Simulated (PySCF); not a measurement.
Computed shifts of a molecule C2H8N2Si2, PBE/pcSseg-1 run with PySCF, GIAO, gas phase, atoms alike by connectivity averaged where their shifts nearly agree, in ppm (number of nuclei): ¹³C: 228.9 (1), 39.3 (1). ¹⁵N: 522.1 (1), 53.3 (1). ²⁹Si: 5.9 (1), -11.7 (1). ¹H: 10.54 (1), 6.28 (1), 5.80 (1), 5.58 (1), 3.21 (3), 0.90 (1). References: ¹³C against TMS (σ = 182.0 ppm); ¹⁵N against NH3 (σ = 267.0 ppm); ²⁹Si against TMS (σ = 335.4 ppm); ¹H against TMS (σ = 31.49 ppm), references at their B3LYP-D3(BJ)/def2-TZVP geometries, non-relativistic. The structure is a stationary point at PBE0-D3(BJ)/def2-SVP. One conformer was computed; it need not be the lowest.

Identify the compound among the candidates.
A) CN[Si@H]1C=N[SiH2]1
B) N[Si@@H]1CC([SiH3])=N1
C) N[Si@H]1C=NC[SiH2]1
D) N[Si@@H]1C=N[C@H]1[SiH3]

A, CN[Si@H]1C=N[SiH2]1
